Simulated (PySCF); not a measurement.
germylmethylsilane (CH8GeSi), SMILES [SiH3][CH2][GeH3].

Coordinates come from a B3LYP-D3(BJ)/def2-SVP optimisation.

These are PBE/def2-TZVP in PySCF values and carry that method's errors.

The molecule is in vacuum.

```
Property                                                                                                        Value
---------------------------------------------------------------------------------------------  ----------------------
total energy                                                                                      -2408.88444 hartree
point group                                                                                                        Cs
highest occupied level                                                                                       -7.40 eV
lowest empty level                                                                                           -0.48 eV
orbital gap                                                                                                   6.92 eV
dipole moment                                                                                                  0.82 D
quadrupole, principal values (traceless, Buckingham form, about the centre of nuclear charge)   -2.92, 1.31, 1.61 D·Å
mean static polarisability                                                                      74.0 bohr³ (10.96 Å³)
polarisability, principal values                                                               65.2, 67.7, 89.0 bohr³
```
